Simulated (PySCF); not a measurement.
Question: Give a PBE0-D3(BJ)/def2-SVP geometry of InChI=1S/H9NSi4/c1-2-4-5-3-1/h1H,2-5H2.

Answer: 
```xyz
14
H9NSi4 angstrom
N      0.3142   -1.7537    0.4172
Si    -1.4228   -1.5530    0.3379
Si    -1.7432    0.7620    0.0458
Si     0.4954    1.4834   -0.0131
Si     1.6011   -0.5749    0.2852
H      0.6264   -2.7144    0.5478
H     -2.0861   -2.0501    1.5870
H     -2.0135   -2.3357   -0.7965
H     -2.4923    1.3654    1.1913
H     -2.4697    1.0647   -1.2260
H      0.8493    2.1240   -1.3174
H      0.8051    2.4365    1.0975
H      2.5120   -0.8886   -0.8636
H      2.4586   -0.5611    1.5150
```

Any rigid rotation of these coordinates is as good. Atoms count from 1 in this order. Si3 (SiH2 silicon) is distorted tetrahedral (angles from 100.1° to 112.3°). All 3 Si–Si bonds measure 2.353 to 2.355 Å. The 5 heavy atoms lie in one plane (0.007 Å rms). The 5-membered ring N1–Si2–Si3–Si4–Si5 has internal angles of 100.1° to 130.5° (sum 540°, against 540° for a flat polygon); it is planar, 0.01 Å rms from its mean plane, widest ring torsion 1°.

Bonds between heavy atoms (Å): N1–Si2 1.750, Si2–Si3 2.355, Si3–Si4 2.353, Si4–Si5 2.355, N1–Si5 1.750.

Computed with PySCF, PBE0-D3(BJ)/def2-SVP geometry optimisation, gas phase.

Point group: C2v (tolerance 0.08 Å). PBE0-D3(BJ)/def2-SVP frequencies: not computed here.
